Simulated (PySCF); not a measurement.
WOF₃, SMILES [O]=[W+]([F])([F])[F], charge +1, multiplicity 1.

Geometry: B3LYP-D3(BJ)/def2-SVP. The multiplicity is an assumed one; other spin states were not compared. The isomer is the one that the SMILES or the coordinates give; other isomers of the formula were not compared. The def2 effective core potentials stand for the cores of W; spin–orbit coupling is left out.

Level of theory: PySCF with TDA-PBE/def2-SVPD.

Vertical excitations; the highest root listed may be one member of a degenerate set.  State labels are in the subgroup Cs.

```json
[
 {"state": "S1", "symmetry": "A\"", "energy (eV)": "5.62", "λ (nm)": "221", "f": "0.000", "main pairs": "HOMO→LUMO 50 %, HOMO−1→LUMO+1 50 %"},
 {"state": "S2", "symmetry": "A\"", "energy (eV)": "5.81", "λ (nm)": "213", "f": "0.002", "main pairs": "HOMO−1→LUMO+1, HOMO→LUMO (degenerate set)"},
 {"state": "S3", "symmetry": "A'", "energy (eV)": "5.81", "λ (nm)": "213", "f": "0.002", "main pairs": "HOMO→LUMO+1, HOMO−1→LUMO (degenerate set)"},
 {"state": "S4", "symmetry": "A'", "energy (eV)": "6.22", "λ (nm)": "199", "f": "0.013", "main pairs": "HOMO→LUMO+1 37 %, HOMO−1→LUMO 37 %, HOMO−1→LUMO+3 12 %, HOMO→LUMO+2 12 %"},
 {"state": "S5", "symmetry": "A\"", "energy (eV)": "6.22", "λ (nm)": "199", "f": "0.000", "main pairs": "HOMO−2→LUMO (degenerate set)"},
 {"state": "S6", "symmetry": "A'", "energy (eV)": "6.22", "λ (nm)": "199", "f": "0.000", "main pairs": "HOMO−2→LUMO+1 (degenerate set)"},
 {"state": "S7", "symmetry": "A'", "energy (eV)": "7.07", "λ (nm)": "175", "f": "0.001", "main pairs": "HOMO−3→LUMO, HOMO−4→LUMO, HOMO−5→LUMO+1 (degenerate set)"},
 {"state": "S8", "symmetry": "A\"", "energy (eV)": "7.07", "λ (nm)": "175", "f": "0.001", "main pairs": "HOMO−3→LUMO+1, HOMO−4→LUMO+1, HOMO−5→LUMO (degenerate set)"},
 {"state": "S9", "symmetry": "A\"", "energy (eV)": "7.20", "λ (nm)": "172", "f": "0.000", "main pairs": "HOMO−5→LUMO 48 %, HOMO−4→LUMO+1 48 %"},
 {"state": "S10", "symmetry": "A'", "energy (eV)": "7.21", "λ (nm)": "172", "f": "0.000", "main pairs": "HOMO−5→LUMO+1 49 %, HOMO−4→LUMO 49 %"},
 {"state": "T1", "symmetry": "A'", "energy (eV)": "5.06", "λ (nm)": "245", "f": "0", "main pairs": "HOMO→LUMO+1 47 %, HOMO−1→LUMO 47 %"},
 {"state": "T2", "symmetry": "A'", "energy (eV)": "5.28", "λ (nm)": "235", "f": "0", "main pairs": "HOMO−1→LUMO, HOMO→LUMO+1 (degenerate set)"},
 {"state": "T3", "symmetry": "A\"", "energy (eV)": "5.28", "λ (nm)": "235", "f": "0", "main pairs": "HOMO−1→LUMO+1, HOMO→LUMO (degenerate set)"},
 {"state": "T4", "symmetry": "A\"", "energy (eV)": "5.53", "λ (nm)": "224", "f": "0", "main pairs": "HOMO→LUMO 50 %, HOMO−1→LUMO+1 50 %"}
]
```
Triplets are in the Tamm–Dancoff approximation.
